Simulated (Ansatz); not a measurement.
Consider the formal exchange of groups at the Si–N bond: `C[SiH2][NH][SnH3]` + `BOC` → `BOC[SiH2]C` + `[NH2][SnH3]`.

Calculated with Ansatz (gas phase, PBE0-D4/def2-TZVP geometries, no zero-point term in ΔE). CBS: MP2 limit from def2 TZ/QZ plus the TZ coupled-cluster correction, frozen cores. DFT in def2-TZVPP. B3LYP here is the variant with VWN-RPA as its local correlation; programs differ in this. Elements past krypton have def2 core potentials. For Sn outer-core shells are correlated without core-valence functions, which leaves a few kJ/mol of doubt a bond. One conformer a species, not always the lowest.

| species | B3LYP energy (Eh) |
| --- | --- |
| `C[SiH2][NH][SnH3]` | -602.23316 |
| `BOC` | -141.27529 |
| `BOC[SiH2]C` | -471.33932 |
| `[NH2][SnH3]` | -272.14182 |

(1) Work out ΔE.

Largest T1 diagnostic among the species: 0.014.

Answers

(1) ΔE = (-471.33932) + (-272.14182) − (-602.23316) − (-141.27529) = 0.02731 Eh = +17.1 kcal/mol. CCSD(T)/CBS gives +19.2 kcal/mol.

In def2-TZVPP, CCSD(T) changes the Hartree–Fock value by −2.2 kcal/mol (the triples alone add −0.3 kcal/mol) and MP2 by −1.3 kcal/mol. The D4 term adds +1.1 kcal/mol with B3LYP and +0.6 kcal/mol with PBE0; it sums over pairs of atoms, weighted by their polarisabilities, and B3LYP, whose exchange is more repulsive, gets the larger term. From PBE to PBE0 (25 % exact exchange), in def2-TZVPP and without D4, ΔE moves by +1.6 kcal/mol.
